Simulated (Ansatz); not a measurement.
C3H4BF can be A, `C#CB(C)F`, or B, `FC1=CCB1`.

Calculated with Ansatz (gas phase, PBE0-D4/def2-TZVP geometries, no zero-point term in ΔE). CCSD(T)/CBS is the MP2 limit (def2-TZVPP, def2-QZVPP) plus CCSD(T) − MP2 in def2-TZVPP, frozen cores. Functionals use def2-TZVPP. B3LYP here is the variant with VWN-RPA as its local correlation; programs differ in this.

A:

```xyz
9

C     0.6006   -2.1497   -0.8878
C     0.6123   -1.0453   -0.4042
B     0.5664    0.3591    0.2031
C    -0.7635    1.1378    0.4170
F     1.7247    0.9027    0.5633
H     0.6015   -3.1266   -1.3141
H    -0.6059    2.1643    0.7507
H    -1.3698    0.6175    1.1678
H    -1.3663    1.1402   -0.4958
```

B:

```xyz
9

F     0.313   -0.463    2.425
C     0.274   -0.101    1.160
C    -0.798    0.045    0.341
C    -0.130    0.540   -0.914
B     0.977   -0.314   -0.149
H    -1.820   -0.309    0.465
H    -0.524    0.156   -1.854
H    -0.003    1.619   -0.951
H     1.712   -1.173   -0.523
```

Problem. Which isomer does CCSD(T)/CBS put lower? Give the gap. (An estimate is asked.)

Solution. Ansatz gave: A, by 53.9 kcal/mol.

Problem. Give E(B) − E(A) in kcal/mol with B2PLYP, LDA (SPW92), B3LYP-D4, MP2/def2-TZVPP, CCSD/def2-TZVPP, CCSD(T)/def2-SVP, BLYP-D4. (An estimate is asked.)

Solution. The calculation gave: B2PLYP 55.4, LDA (SPW92) 38.9, B3LYP-D4 53.7, MP2/def2-TZVPP 54.8, CCSD/def2-TZVPP 54.8, CCSD(T)/def2-SVP 52.3, BLYP-D4 54.5. None reverses the order clearly.

Problem. Does the order hold for the free energy at 298.15 K (harmonic terms from PBE0-D4)? (Best estimate.)

Solution. Ansatz gave: Yes: G(B) − G(A) = +56.9 kcal/mol. Modes under 60 cm⁻¹, often nearly free rotors, make the harmonic entropy too high.

Largest T1 diagnostic: 0.013.

At CCSD(T), def2-SVP lies −1.5 kcal/mol from the extrapolated value and def2-TZVPP −0.0 kcal/mol. In def2-TZVPP, CCSD(T) changes the Hartree–Fock value by −5.8 kcal/mol (the triples alone add −0.9 kcal/mol) and MP2 by −4.8 kcal/mol.
